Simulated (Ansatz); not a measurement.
`C#[C][Ga]([F])[Cl]` + HCl → `C#[C][Ga]([Cl])[Cl]` + H–F at 600 K and 1 bar (ligand exchange at a Ga–F bond).

Computed with Ansatz on PBE0-D4/def2-TZVP structures; ΔE is electronic, products minus reactants. CCSD(T)/CBS is the MP2 limit (def2-TZVPP, def2-QZVPP) plus CCSD(T) − MP2 in def2-TZVPP, frozen cores. This one scheme is used for every species. For Ga outer-core shells are correlated without core-valence functions, which leaves a few kJ/mol of doubt a bond. Scalar relativity is left out up to krypton.

```tsv
species	CCSD(T)/CBS energy (Eh)	H − E (kJ/mol)	S (J/(mol·K))
`C#[C][Ga]([F])[Cl]`	-2560.25724	108.8	420.3
HCl	-460.38127	35.4	207.2
`C#[C][Ga]([Cl])[Cl]`	-2920.25663	108.0	427.3
H–F	-100.39570	42.3	194.0
```

H − E and S are ideal-gas, rigid-rotor, harmonic terms from PBE0-D4/def2-TZVP. 1 Eh = 2625.50 kJ/mol, R = 8.31446 J/(mol·K).

By hand: ΔE, ΔH, ΔS and ΔG.

ΔE = (-2920.25663) + (-100.39570) − (-2560.25724) − (-460.38127) = -0.01382 Eh = -36.3 kJ/mol. Δ(H − E) = 108.0 + 42.3 − 108.8 − 35.4 = 6.1, so ΔH = -30.2 kJ/mol. ΔS = 427.3 + 194.0 − 420.3 − 207.2 = -6.2 J/(mol·K). ΔG = -30.2 − 600 × (-6.2)/1000 = -26.5 kJ/mol.

By hand: the equilibrium constant, and the temperature at which ΔG would vanish if ΔH and ΔS stayed fixed.

log₁₀ K = −ΔG/(RT ln 10) = 2.3. ΔG = 0 at ΔH/ΔS = 4871 K, far beyond where these terms or the molecules hold.

The number of gas molecules stays the same, so ΔS is small and ΔH decides. A doubt of 5 kJ/mol in ΔE shifts log₁₀ K by 0.4 here. These are equilibria of isolated gas molecules and say nothing of rates. Largest T1 diagnostic: 0.014 (customary marks: 0.02 for closed shells, 0.045 for open ones).
